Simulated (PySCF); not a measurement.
Li⁺: ionisation energy

Li⁺ 1s2 (1S) → Li²⁺ 1s1 (2S), as a difference of total energies. Calculation: PySCF 2.14, in aug-cc-pVDZ-DK; scalar relativity by spin-free X2C-1e. Correlated levels: valence: nothing frozen. The calculations carry no spin-orbit coupling.

```csv
method,ionisation energy (eV)
UHF,75.837
PBE0,76.667
M06-L,77.322
MP2 (valence),75.840
SCS-MP2 (valence),75.841
CCSD (valence),75.840
```

Errors of the correlated levels include the incompleteness of this basis.

With two correlated electrons CCSD is exact in that space.

For comparison: 75.640 eV (theoretical estimate listed by NIST; NIST Atomic Spectra Database, ionization energies).
